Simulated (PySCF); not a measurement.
**Exercise with solution: oscillator strength and radiative lifetime**

C3H9Al, SMILES CC[CH2][AlH2].

The structure is a stationary point at B3LYP-D3(BJ)/def2-SVP. The structure was generated by enumeration; whether it is a known compound was not checked. The values are those of a single conformer.

TDDFT-ωB97X/def2-SVPD (PySCF) puts the first singlet state with f over 0.02 at 7.34 eV (vertical), with the transition dipole (0.282, 0.707, 0.000) in atomic units.

Question: Find the oscillator strength, the wavelength and the radiative lifetime that this transition would have in vacuum if emission retraced absorption.

Answer: 
|μ|² = 0.5794 au, so |μ| = 1.93 D. ΔE = 7.34/27.211 = 0.2697 hartree. f = (2/3) ΔE |μ|² = 0.104 (the program prints 0.104).
λ = 1239.84/7.34 = 169 nm; ν = 59201 cm⁻¹.
Einstein's coefficient A = 0.6670 ν² f s⁻¹ (ν in cm⁻¹) = 2.4e8 s⁻¹, so τ = 1/A = 4.1 ns. This state is S3; the lower singlets have f = 0.003, 0.000. The figure is the radiative limit of this one transition; relaxation, internal conversion, crossing to triplets and a medium change what is measured.
